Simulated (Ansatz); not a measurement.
`B[NH][AlH][SeH]` + `C[NH][GeH3]` → `B[N](C)[GeH3]` + `[NH2][AlH][SeH]`  (ligand exchange at a B–N bond)

Gas-phase electronic energies from Ansatz, PBE0-D4/def2-TZVP geometries. CBS: MP2 limit from def2 TZ/QZ plus the TZ coupled-cluster correction, frozen cores. DFT in def2-TZVPP. For Ge, Se outer-core shells are correlated without core-valence functions, which leaves a few kJ/mol of doubt a bond. Scalar relativity is left out up to krypton. One conformer a species, not always the lowest.

```csv
level,ΔE (kJ/mol),difference from CCSD(T)/CBS
r2SCAN0-D4,-26.3,2.9
BHLYP-D4,-25.1,4.1
LC-ωPBE,-26.7,2.5
RPA@PBE/def2-TZVPP,-27.9,1.3
HF/def2-SVP,-12.6,16.6
MP2/def2-SVP,-24.6,4.6
SCS-MP2/def2-TZVPP,-28.6,0.6
CCSD/def2-TZVPP,-27.5,1.7
HF/def2-QZVPP,-16.6,12.6
MP2/def2-QZVPP,-30.9,-1.7
CCSD(T)/CBS,-29.2,0
```

Largest T1 diagnostic among the species: 0.013.

In def2-TZVPP, CCSD(T) changes the Hartree–Fock value by −12.6 kJ/mol (the triples alone add −1.7 kJ/mol) and MP2 by −14.4 kJ/mol. Leaving LDA and LC-ωPBE aside and taking each functional with its dispersion term where it has one, the values, not all of them listed here, spread over 3.5 kJ/mol, from BLYP-D4 to BHLYP-D4. LDA lies −7.9 kJ/mol from PBE without D4.

CCSD(T)/CBS has its own doubt, a few kJ/mol and more with outer-core shells, so smaller differences from it don't rank the levels.
